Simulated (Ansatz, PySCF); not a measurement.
Process, species as SMILES: Cl[C](Cl)Cl -> Cl[C]Cl + Cl atom (the C-Cl bond at the site shown breaks; other sites are not compared here)
Geometries: B3LYP-D3(BJ)/def2-TZVP minima from Ansatz (an electronic-structure program). Unstable Hartree-Fock reference: Cl[C]Cl.

Property: bond dissociation energy (electronic energy difference), in eV. Correlated levels leave the core frozen unless marked. Open shells are spin-unrestricted. Spin-orbit coupling is left out. No relativistic terms. Basis-set limits of correlation are two-point, X^-3; Hartree-Fock from the larger set. The bracket is a focal-point correction in the basis named.

```csv
level,program,bond dissociation energy (eV)
SVWN5/def2-TZVPD,Ansatz,3.83
B97M-V/def2-TZVPD,Ansatz,2.96
B3LYP-D4/def2-TZVPD,Ansatz + dftd4,2.95
PBE0/6-31G*,Ansatz,3.19
PBE0-D4/def2-TZVP,Ansatz + dftd4,3.25
PBE0/def2-TZVPD,Ansatz,3.20
BHLYP/def2-TZVPD,Ansatz,(withheld)
r2SCAN0/def2-TZVPD,Ansatz,3.25
M06-2X/def2-TZVPD,PySCF,(withheld)
HSE06/def2-TZVPD,Ansatz,3.20
wB97X-V/def2-TZVPD,Ansatz,3.12
B2PLYP-D4/def2-TZVPD,Ansatz + dftd4,2.96
PBE-QIDH/def2-TZVPD,Ansatz,(withheld)
RPA@PBE/cc-pV(T+d)Z,Ansatz,(withheld)
CCSD/6-31G*,Ansatz,2.72
"RI-MP2/CBS(cc-pV(T+d)Z,cc-pV(Q+d)Z)+[CCSD(T)-MP2]/cc-pV(T+d)Z",Ansatz,2.93
```

Task: Fill in the missing entries.

Result: 
- BHLYP/def2-TZVPD, bond dissociation energy (eV): 2.88
- M06-2X/def2-TZVPD, bond dissociation energy (eV): 3.05
- PBE-QIDH/def2-TZVPD, bond dissociation energy (eV): 3.24
- RPA@PBE/cc-pV(T+d)Z, bond dissociation energy (eV): 2.35
